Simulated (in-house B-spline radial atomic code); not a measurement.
Values are calculated unless marked as measured or tabulated.
## Weak and strong correlation along the adiabatic connection

Two-electron singlets in several external potentials (atomic units), by full CI in B-splines with partial waves to l = 8 (correlation energies up to 0.6 % small). The repulsion is scaled by λ at fixed density; W(λ) is the mean repulsion less the Hartree energy, W(0) = E_x, and the area under W from 0 to 1 is E_xc.

One system gave this curve:

| λ | W (hartree) |
| --- | --- |
| 0 | -0.51006 |
| 0.02 | -0.51193 |
| 0.05 | -0.51468 |
| 0.12 | -0.52081 |
| 0.25 | -0.53125 |
| 0.4 | -0.542 |
| 0.6 | -0.55451 |
| 0.8 | -0.56531 |
| 1 | -0.57473 |
| 1.4 | -0.59032 |
| 2 | -0.60794 |
| 3 | -0.62799 |
| 4.5 | -0.64666 |
| 7 | -0.66447 |
| 10 | -0.67674 |

(1) Which system is it?
A. ω²r²/2 − Z/r, ω = 0.159, Z = 1
B. −Z exp(−kr)/r, Z = 3.14, k = 0.665
C. −V exp(−r²/w²), V = 6.87, w = 1.54
D. −Z exp(−kr)/r, Z = 7.24, k = 0.0802

Results:

(1) A. The exchange energy sets the size: ω²r²/2 − Z/r, ω = 0.159, Z = 1: E_x = -0.51, E_c = -0.0364; −Z exp(−kr)/r, Z = 7.24, k = 0.0802: E_x = -4.3, E_c = -0.0451; −Z exp(−kr)/r, Z = 3.14, k = 0.665: E_x = -1.65, E_c = -0.0439; −V exp(−r²/w²), V = 6.87, w = 1.54: E_x = -1.03, E_c = -0.042 hartree.
